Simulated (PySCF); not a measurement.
**[Sm(NH3)3]3+ at several levels of theory**

Computed with PySCF 2.14.0 (density fitting, no spin-orbit coupling) at the geometry relaxed with PBE0:

```xyz
13
[Sm(NH3)3]3+ (singlet in the valence; each metal's 4f electrons, 5 of them, lie in its core potential, out of spins and levels)
Sm    0.0000    0.0000    0.7430
N     2.3341   -0.0013   -0.0247
H     3.0284   -0.2865    0.6918
H     2.5580   -0.6290   -0.8185
H     2.7032    0.9125   -0.3453
N    -1.1659    2.0221   -0.0247
H    -1.2661    2.7659    0.6918
H    -0.7342    2.5298   -0.8185
H    -2.1419    1.8848   -0.3453
N    -1.1682   -2.0207   -0.0247
H    -1.7623   -2.4794    0.6918
H    -1.8237   -1.9007   -0.8185
H    -0.5613   -2.7973   -0.3453
```

```
level                                              basis    state  HOMO (eV)  gap (eV)  charge on Sm1 (e)  population of f-type functions on Sm1 (polarisation alone where 4f lies in the core)  dipole about the centre of mass (D)  largest force component (eV/Å)
 PBE0  Sm lcecp-1-SVP with ECP51, N def2-SVP, H def2-SVP  singlet     -24.37      8.07               1.86                                                                                  0.04                                 2.46                            0.01
```

In the lcecp rows the 4f levels are missing from HOMO and gap, and the state counts the valence alone.

Charges are Mulliken's, which hang on the basis. The relaxation used the grid (50, 194), these runs (75, 302) or, all-electron (x2c bases, spin-free X2C Hamiltonian), (99, 590).

A further run in the first row's basis gives HOMO (eV) -22.94, gap (eV) 5.79, charge on Sm1 (e) 1.75, population of f-type functions on Sm1 (polarisation alone where 4f lies in the core) 0.03, dipole about the centre of mass (D) 2.65, largest force component (eV/Å) 0.39. Which level was it?
A. B3LYP
B. BP86

B. The others give HOMO -24.07 eV (B3LYP).

In the first row's basis the gap widens with exact exchange: 5.8 eV for BP86 (none); 7.4 to 8.1 eV for B3LYP, PBE0 (a fixed share).

No frequency check is given that shows the relaxed geometry to be a minimum, and it was reached by following one of several unstable modes of a saddle point. An lcecp potential fixes the number of 4f electrons, so in runs with it no electron can move into or out of that shell.
